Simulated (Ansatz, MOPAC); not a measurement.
System: SiN₃H₆ (charge 0, doublet). SMILES: N[Si](N)N

Atoms: N1, Si2, N3, N4, H5, H6, H7, H8, H9, H10. Bonds: N1-Si2, N1-H5, N1-H6, Si2-N3, Si2-N4, N3-H7, N3-H8, N4-H9, N4-H10.

Bond lengths (Å) and angles (degrees) optimised at PM7 with MOPAC; MNDO with MOPAC; HF/6-31G* with Ansatz (an electronic-structure program), each started from the B3LYP-D3(BJ)/def2-TZVP structure (Ansatz) of the last column. A row stands for all coordinates that are equal there; 6 of 7 kinds are shown. 6-31G* holds six Cartesian d functions. No wavenumbers were computed at MNDO, so these may be saddle points.

```
coordinate    PM7   MNDO  HF/6-31G*  B3LYP-D3(BJ)/def2-TZVP
----------  -----  -----  ---------  ----------------------
N1-Si2      1.732  1.704      1.728                   1.732
N1-H5       1.003  0.988      0.997                   1.008
N1-H6       1.005  0.988      0.998                   1.010
N1-Si2-N3   119.9  111.9      108.5                   107.6
Si2-N1-H5   123.4  124.5      121.5                   120.8
Si2-N1-H6   121.9  124.5      118.6                   118.0
```

Mean signed difference of all 9 bond lengths from B3LYP-D3(BJ)/def2-TZVP: PM7 -0.003 Å, MNDO -0.023 Å, HF/6-31G* -0.009 Å.
